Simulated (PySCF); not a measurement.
# Sulfur: a sound run and one with changed settings

Sound run: S²⁺ [Ne] 3s2 3p2, S³⁺ [Ne] 3s2 3p1. All numbers are calculated (PySCF 2.14, the spin-free X2C one-electron Hamiltonian (Gaussian nucleus), in cc-pVDZ-DK). The sound run starts from symmetry-adapted Hartree-Fock orbitals and uses a fine grid where one is needed.

Changed run: initial guess sap, at most 3 SCF cycles. This setting is unsound on purpose.

| species | method | sound run (hartree) | changed run (hartree) | converged |
| --- | --- | --- | --- | --- |
| S²⁺ | UHF | -397.40362 | -397.40361 | no |
| S²⁺ | M06-2X | -397.94914 | -397.94914 | no |
| S²⁺ | r2SCAN | -397.91939 | -397.91938 | no |
| S³⁺ | UHF | -396.14957 | -396.14954 | no |
| S³⁺ | M06-2X | -396.67670 | -396.67669 | no |
| S³⁺ | r2SCAN | -396.63348 | -396.63348 | no |

The SCF was stopped early; the energies are upper bounds that still move, and correlated levels were skipped or rest on poor orbitals.
